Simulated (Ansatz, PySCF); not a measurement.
Gas-phase reaction (SMILES): O[Si](Cl)(Cl)Cl [trichloro(hydroxy)silane] + Cl (HCl) -> Cl[Si](Cl)(Cl)Cl [tetrachlorosilane] + O (H2O); hydrogen chloride cleaves one Si-O bond, a model of a ligand-exchange step.

Structures are relaxed separately at B3LYP-D3(BJ)/def2-TZVP in Ansatz (a first-principles code), one conformer each, not searched for the lowest. Valence correlation only, unless marked. No spin-orbit coupling. No relativistic terms. Basis-set limits of correlation are two-point, X^-3; Hartree-Fock from the larger set. [CCSD(T)-MP2]/basis is that difference in the basis named. Thermal terms are rigid-rotor harmonic-oscillator values from B3LYP-D3(BJ) frequencies (Ansatz or PySCF) at 298.15 K and 1 atm. 1 Eh = 627.5095 kcal/mol.

```
species           E, RI-MP2/CBS(cc-pV(T+d)Z,cc-pV(Q+d)Z)+[CCSD(T)-MP2]/cc-pV(T+d)Z (Ansatz) (Eh)  E, B3LYP-D3(BJ)/def2-TZVPD (Ansatz + dftd3) (Eh)  H - E (Eh)  G - E (Eh)
----------------  ------------------------------------------------------------------------------  ------------------------------------------------  ----------  ----------
O[Si](Cl)(Cl)Cl                                                                      -1744.38981                                       -1746.29605     0.02725    -0.01279
Cl (HCl)                                                                              -460.37804                                        -460.83744     0.01000    -0.01120
Cl[Si](Cl)(Cl)Cl                                                                     -2128.38492                                       -2130.66038     0.01467    -0.02308
O (H2O)                                                                                -76.37659                                         -76.46738     0.02495     0.00353
```

Problem. Work out ΔE and ΔH, ΔG, ΔS and the equilibrium constant at 298.15 K at the first level, then ΔH at the second.

Solution. 
1. ΔE = [(-2128.38492) + (-76.37659)] - [(-1744.38981) + (-460.37804)] = 0.00634 Eh = 4.0 kcal/mol at RI-MP2/CBS(cc-pV(T+d)Z,cc-pV(Q+d)Z)+[CCSD(T)-MP2]/cc-pV(T+d)Z.
2. The terms H - E add up to 0.00237 Eh, so ΔH = (0.00634 + (0.00237))×627.5095 = 5.5 kcal/mol.
3. The terms G - E add up to 0.00444 Eh, so ΔG = 6.8 kcal/mol, and ΔS = (0.00237 - (0.00444))×627509.5/298.15 = -4.4 cal/(mol K).
4. log10 K = -ΔG/(RT ln 10) = -5.0, with RT ln 10 = 1.3642 kcal/mol.
5. At B3LYP-D3(BJ)/def2-TZVPD the same steps give ΔE = 3.6 and ΔH = 5.1 kcal/mol, a shift of -0.4 from the first level.
6. These values are not checked against measurement here, since the tables used lack a sound gas-phase enthalpy of formation for at least one species.
